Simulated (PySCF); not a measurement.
How methods differ on the ionisation energy of Ti

Ti [Ar] 3d2 4s2 (3F) → Ti⁺ [Ar] 3d2 4s1 (4F), as a difference of total energies. Calculation: PySCF 2.14, in ANO-RCC-VTZP; the spin-free X2C one-electron Hamiltonian (Gaussian nucleus). Correlated levels: valence: [Ar] frozen. The calculations carry no spin-orbit coupling.

```csv
method,ionisation energy (eV),error (eV)
UHF,5.560,-1.268
MP2 (valence),6.323,-0.505
SCS-MP2 (valence),6.486,-0.342
CCSD (valence),6.602,-0.226
CCSD(T) (valence),6.645,-0.183
```

Reference: 6.828 eV (measured; NIST levels, between the centres of gravity of the two terms).

Errors of the correlated levels include the incompleteness of this basis and the frozen core.
